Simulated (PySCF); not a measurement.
F₄OW, triplet, at a GFN2-xTB geometry (such geometries of metal compounds can be far from the true shape) (the multiplicity is a formal guess) (core potentials on W); PySCF with DF-PBE-D3BJM/def2-SVP.

Input for PySCF:
```python
from pyscf import gto, scf, dft

mol = gto.Mole()
mol.atom = '''
    W     0.005982   -0.119436    0.006868
    O     0.771866   -0.294012    1.585369
    F    -1.384011    0.593294   -0.988063
    F     0.840760    1.655764    0.577823
    F     1.083755    0.380215   -1.469503
    F    -1.275795   -1.385898    0.414055
'''
mol.basis = 'def2-svp'
mol.ecp = {'W': 'def2-svp'}
mol.charge = 0
mol.spin = 2
mol.verbose = 4
mol.build()

mf = dft.UKS(mol)
mf.xc = 'pbe'
mf.disp = 'd3bjm'
mf = mf.density_fit(auxbasis='def2-universal-jkfit')
mf.kernel()
```

It wrote (shortened):

```
PySCF version 2.14.0

[INPUT] verbose = 4
[INPUT] num. atoms = 6
[INPUT] num. electrons = 58
[INPUT] charge = 0
[INPUT] spin (= nelec alpha-beta = 2S) = 2
[INPUT] symmetry False subgroup None
[INPUT] Mole.unit = angstrom
[INPUT] Symbol           X                Y                Z      unit          X                Y                Z       unit  Magmom
[INPUT]  1 W      0.005982000000  -0.119436000000   0.006868000000 AA    0.011304341677  -0.225701329414   0.012978639024 Bohr   0.0
[INPUT]  2 O      0.771866000000  -0.294012000000   1.585369000000 AA    1.458615344864  -0.555602157336   2.995913216376 Bohr   0.0
[INPUT]  3 F     -1.384011000000   0.593294000000  -0.988063000000 AA   -2.615401743385   1.121163171348  -1.867168463816 Bohr   0.0
[INPUT]  4 F      0.840760000000   1.655764000000   0.577823000000 AA    1.588806136489   3.128940486914   1.091927218475 Bohr   0.0
[INPUT]  5 F      1.083755000000   0.380215000000  -1.469503000000 AA    2.048000136128   0.718502218452  -2.776958209227 Bohr   0.0
[INPUT]  6 F     -1.275795000000  -1.385898000000   0.414055000000 AA   -2.410903141089  -2.618967656582   0.782450550507 Bohr   0.0

nuclear repulsion = 319.438738700244
number of shells = 42
number of NR pGTOs = 177
number of NR cGTOs = 102
basis = def2-svp
ecp = {'W': 'def2-svp'}

******** <class 'pyscf.df.df_jk.DFUKS'> ********
method = DFUKS
initial guess = minao
damping factor = 0
level_shift factor = 0
DIIS = <class 'pyscf.scf.diis.CDIIS'>
diis_start_cycle = 1
diis_space = 8
diis_damp = 0
SCF conv_tol = 1e-09
SCF conv_tol_grad = None
SCF max_cycles = 50
direct_scf = False
number electrons alpha = 30  beta = 28
XC library pyscf.dft.libxc version 7.1.2
    S. Lehtola, C. Steigemann, M. J. T. Oliveira, and M. A. L. Marques,  SoftwareX 7, 1–5 (2018)
XC functionals = pbe
    J. P. Perdew, K. Burke, and M. Ernzerhof,  Phys. Rev. Lett. 77, 3865 (1996)
    J. P. Perdew, K. Burke, and M. Ernzerhof,  Phys. Rev. Lett. 78, 1396 (1997)
    J. P. Perdew, K. Burke, and M. Ernzerhof,  Phys. Rev. Lett. 77, 3865 (1996)
    J. P. Perdew, K. Burke, and M. Ernzerhof,  Phys. Rev. Lett. 78, 1396 (1997)
radial grids:
    Treutler-Ahlrichs [JCP 102, 346 (1995); DOI:10.1063/1.469408] (M4) radial grids

becke partition: Becke, JCP 88, 2547 (1988); DOI:10.1063/1.454033
pruning grids: <function nwchem_prune>
grids dens level: 3
symmetrized grids: False
atomic radii adjust function: <function treutler_atomic_radii_adjust>
small_rho_cutoff = 0
Set gradient conv threshold to 3.16228e-05
tot grids = 95440
Calc dispersion correction with DFTD3.
Parameters: xc=pbe, version=d3bjm, atm=False
init E= -528.817024146202

cycle= 1 E= -540.615043922374  delta_E= -11.8  |g|= 1.02  |ddm|= 5.13

cycle= 2 E= -533.998388398819  delta_E= 6.62  |g|= 3.96  |ddm|= 3.56

cycle= 3 E= -540.831783951377  delta_E= -6.83  |g|= 0.712  |ddm|= 3.18

cycle= 4 E= -540.910464820719  delta_E= -0.0787  |g|= 0.526  |ddm|= 0.853

cycle= 5 E= -540.903012030686  delta_E= 0.00745  |g|= 0.534  |ddm|= 0.712

cycle= 6 E= -541.024120634911  delta_E= -0.121  |g|= 0.0939  |ddm|= 0.424

cycle= 7 E= -541.026849734361  delta_E= -0.00273  |g|= 0.0526  |ddm|= 0.11

cycle= 8 E= -541.027382106987  delta_E= -0.000532  |g|= 0.0385  |ddm|= 0.0631

cycle= 9 E= -541.027992816321  delta_E= -0.000611  |g|= 0.00224  |ddm|= 0.0322

cycle= 10 E= -541.027994092698  delta_E= -1.28e-06  |g|= 0.00195  |ddm|= 0.00419

cycle= 11 E= -541.02799503174  delta_E= -9.39e-07  |g|= 0.00126  |ddm|= 0.00169

cycle= 12 E= -541.027995567698  delta_E= -5.36e-07  |g|= 0.00047  |ddm|= 0.000828

cycle= 13 E= -541.027995655778  delta_E= -8.81e-08  |g|= 0.000174  |ddm|= 0.000425

cycle= 14 E= -541.027995647546  delta_E= 8.23e-09  |g|= 0.000211  |ddm|= 0.000274

cycle= 15 E= -541.027995668015  delta_E= -2.05e-08  |g|= 9.77e-06  |ddm|= 0.000172

cycle= 16 E= -541.027995667999  delta_E= 1.64e-11  |g|= 1.45e-05  |ddm|= 2.24e-05

Extra cycle  E= -541.027995666767  delta_E= 1.23e-09  |g|= 5.65e-05  |ddm|= 5.26e-05
converged SCF energy = -541.027995666767  <S^2> = 2.006291  2S+1 = 3.0041911
```
